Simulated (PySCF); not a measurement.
C₂H₇AlOS, SMILES [OH][Al]([S]C)[CH3].

Geometry optimised at TPSSh-D3(BJ)/def2-SVP. The values are those of a single conformer.

Vertical ionisation energy (IE) and electron affinity (EA) in eV. Rows of orbital energies are one-electron estimates. Where ΔSCF, EOM or ADC give a negative EA the extra electron is unbound and the value depends on the basis.

```json
[
 {"level": "−ε(HOMO), −ε(LUMO), HF/def2-TZVP (PySCF)", "IE": "9.51", "EA": "-2.48"},
 {"level": "−ε(HOMO), −ε(LUMO), PBE/def2-TZVP (PySCF)", "IE": "?", "EA": "?"}
]
```

Task: Some entries are withheld; supply them. (Estimate from the structure and the level; the computed values follow.)

Result: 
- −ε(HOMO), −ε(LUMO), PBE/def2-TZVP (PySCF), IE: 5.66
- −ε(HOMO), −ε(LUMO), PBE/def2-TZVP (PySCF), EA: 0.93
